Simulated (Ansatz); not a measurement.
Cd₁₀H₃₀Se₁₀⁺. Charge 1, multiplicity 2. Geometry r2SCAN-D4/def2-SVP, loosely relaxed, that of the neutral singlet; atoms count from 1.

```xyz
50

Cd   -2.845    1.272   -1.896
Cd    0.847   -0.272   -5.577
Cd    0.293    3.653    0.054
Cd    3.113    0.056   -3.325
Cd   -1.688   -3.965   -0.859
Cd   -2.350    1.323    2.346
Cd   -3.021   -4.326    2.086
Cd    0.689   -0.789   -0.085
Cd    4.407    1.724    3.121
Cd    2.706   -0.983    3.466
Se   -0.971    1.243   -3.908
Se   -2.951   -1.563   -1.479
Se   -0.965    1.272    0.089
Se    0.897   -1.530   -2.650
Se    1.942    2.406   -2.081
Se    2.033    3.055    2.105
Se   -0.287   -2.851    1.313
Se   -3.399   -1.298    2.060
Se    0.136    0.363    3.647
Se    3.104   -0.092    0.838
H    -4.334    2.070   -1.946
H     0.077   -1.249   -6.696
H     0.939    2.413   -7.325
H    -0.195    5.219   -0.346
H     2.300    0.608   -4.967
H     4.707   -0.314   -2.916
H    -1.026   -5.075   -1.946
H    -3.225   -4.406    0.338
H    -3.205    2.408    3.313
H    -6.250   -4.146    1.834
H    -2.978   -4.760    3.696
H     5.814    2.491    2.644
H     3.533    3.305    5.921
H     2.773   -2.594    3.959
H     3.481    0.612    4.190
H    -1.266    2.502   -4.609
H     0.212    2.308   -7.132
H    -4.333   -2.004   -1.727
H    -3.246   -1.358    0.351
H     1.734   -2.722   -2.436
H     0.589    2.008   -2.885
H     2.288    3.453   -3.057
H     1.696    4.117    3.065
H     3.352    3.740    5.326
H     0.863   -3.755    1.151
H    -6.057   -3.821    2.492
H    -4.835   -0.990    1.974
H     0.196    0.927    5.007
H     0.893    1.641    3.014
H     3.814   -1.321    0.448
```

In the def2 sets Cd takes a core potential; there is no spin–orbit coupling. Single mean-field runs in def2-TZVP are fitted with def2-universal-jkfit. The geometry of the charge 1 doublet is only loosely relaxed. In the doublet geometry the species has come apart into loosely held pieces.

Question: Estimate the Mulliken populations of the heavy atoms from the PBE0/def2-TZVP orbitals of Ansatz.

Answer: 
```
atom  charge (e)  spin (α − β)  d electrons
 Cd1        0.56         -0.01         9.98
 Cd2        0.39         -0.01         9.97
 Cd3        0.56         -0.01         9.98
 Cd4        0.45          0.00         9.97
 Cd5        0.46         -0.01         9.98
 Cd6        0.56          0.00         9.98
 Cd7        0.39          0.00         9.96
 Cd8        0.76          0.00        10.02
 Cd9        0.39         -0.01         9.96
Cd10        0.45          0.00         9.97
Se11       -0.47          0.21            –
Se12       -0.44          0.19            –
Se13       -0.85          0.04            –
Se14       -0.58          0.03            –
Se15       -0.36          0.07            –
Se16       -0.48          0.20            –
Se17       -0.58          0.04            –
Se18       -0.39          0.13            –
Se19       -0.36          0.07            –
Se20       -0.58          0.02            –
```
Mulliken values and Mayer orders depend strongly on the basis.

Question: Where does the spin sit?

Answer: Summed by element: Cd -0.04, Se 0.99, H 0.05, of 1 unpaired in all. Largest on single atoms: Se11 0.21, Se16 0.20, Se12 0.19.

Question: And the Mayer bond orders between bonded heavy atoms (over 0.3)?

Answer: Cd1–Se11 0.36 (2.75 Å); Cd1–Se13 0.40 (2.73 Å); Cd3–Se13 0.43 (2.69 Å); Cd3–Se16 0.36 (2.76 Å); Cd4–Se14 0.34 (2.81 Å); Cd5–Se12 0.32 (2.78 Å); Cd5–Se17 0.35 (2.81 Å); Cd6–Se13 0.49 (2.65 Å); Cd8–Se13 0.47 (2.65 Å); Cd8–Se14 0.48 (2.68 Å); Cd8–Se17 0.48 (2.68 Å); Cd8–Se20 0.49 (2.68 Å); Cd10–Se20 0.36 (2.80 Å).
